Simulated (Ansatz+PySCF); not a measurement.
The numbers below are computed, except where a source is named.
This PySCF input gave a total energy of -1250.59038 hartree.

```python
from pyscf import gto, dft

mol = gto.M(atom="""
Mn 0.000000 0.000000 0.000000
F 0.000000 0.000000 1.836000
""", basis='def2-svp', charge=0, spin=6)
mf = dft.UKS(mol, xc='wb97x')
mf.init_guess = 'atom'
mf.kernel()
while True:  # follow internal instabilities
    mo, _, stable, _ = mf.stability(return_status=True)
    if stable: break
    mf.kernel(mf.make_rdm1(mo, mf.mo_occ))
print(mf.converged, mf.e_tot, mf.spin_square()[0])
```

(1) Write an input for Ansatz with the same method and basis set.

Results:

(1)

```yaml
crystal:
  periodic: [false, false, false]
  atoms:
    - { symbol: Mn, position_ang: [0.0, 0.0, 0.0] }
    - { symbol: F, position_ang: [0.0, 0.0, 1.836] }
basis:
  gaussian: { orbitals: def2-SVP }
magnetization:
  spin_polarized: true
  initial_magnetization: 6
hamiltonian:
  xc: { name: wB97X }
```

Ansatz (development build ahead of 0.2.0) gave -1250.59037 hartree, 0.27 meV from the first.
